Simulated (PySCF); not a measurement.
An unknown is described by computed data only.

Formula: C5H4F3N3.

* Dipole: 0.89 D [PBE0/pcSseg-1]
* NMR, other nuclei: isotropic shieldings of nuclei other than C and H, by class: -242 (1 N), -188 (1 N), -50 (1 N), 253 (3 F) ppm [GIAO PBE0/pcSseg-1]
* 1H NMR: chemical shifts (computed TMS as zero) by class: 9.96 (1 H), 3.33 (3 H) ppm [GIAO PBE0/pcSseg-1]
* 13C NMR: chemical shifts (computed TMS as zero) by class: 173.4 (1 C), 152.7 (1 C), 150.5 (1 C), 130.7 (1 C), 26.8 (1 C) ppm [GIAO PBE0/pcSseg-1]
* Rotational structure: rotational constants A, B, C: 2.201, 0.779, 0.642 GHz [GFN2-xTB]

The electronic properties come from PySCF, for the isolated species, density fitting. Levels stand in brackets. Geometry: GFN2-xTB; no solvent, vibrations or thermal averaging. NMR classes are plain means over equivalent atoms (diastereotopic ones count apart unless rotation or inversion swaps them), as if these changed places fast.

Task: Give a SMILES that accounts for the data.

Result: Numbering: `[CH3:1][c:2]1[n:3][n:4][cH:5][c:6]([C:7]([F:8])([F:9])[F:10])[n:11]1`. Its formula, C5H4F3N3, gives 4 degrees of unsaturation: 1 ring and 3 π bonds in the structure found (Kekulé form). 5 carbons fall into 5 classes; from least to most shielded: substituted aromatic carbon [C2] (173.4 ppm), substituted aromatic carbon [C6] (152.7 ppm), aromatic CH next to a ring nitrogen [C5] (150.5 ppm), CF3 carbon [C7] (130.7 ppm), benzylic-type carbon [C1] (26.8 ppm). Hydrogen classes from least to most shielded: 1 H on an aromatic CH next to a ring nitrogen, C5 (9.96 ppm), 3 H on a benzylic-type carbon, C1 (3.33 ppm). The other shieldings belong to: -242 ppm, pyridine-type nitrogen [N4]; -188 ppm, pyridine-type nitrogen [N3]; -50 ppm, pyridine-type nitrogen [N11]; 253 ppm, fluorine of a CF3 group [F8/F9/F10]. The optimised geometry has point group C1 and is an asymmetric top. Structure: `FC(F)(c1cnnc(C)n1)F`. Computed isomers that give other values at the same levels: `Cc1cnc(C(F)(F)F)nn1` (13C chemical shifts (computed TMS as zero) by class: 166.1 (1 C), 162.6 (1 C), 153.5 (1 C), 129.9 (1 C), 22.4 (1 C) ppm); `C=Cn1ncc(C(F)(F)F)n1` (13C chemical shifts (computed TMS as zero) by class: 146.6 (1 C), 139.3 (1 C), 138.9 (1 C), 130.7 (1 C), 114.4 (1 C) ppm); `Cc1nnncc1C(F)(F)F` (13C chemical shifts (computed TMS as zero) by class: 159.9 (1 C), 146.0 (1 C), 133.4 (1 C), 125.4 (1 C), 22.6 (1 C) ppm). The assignments are read from this structure; whether some other isomer fits the data as well wasn't checked.

Shape of the structure used: `[CH3:1][c:2]1[n:3][n:4][cH:5][c:6]([C:7]([F:8])([F:9])[F:10])[n:11]1`: C5–C6–C7–F8 -88°.
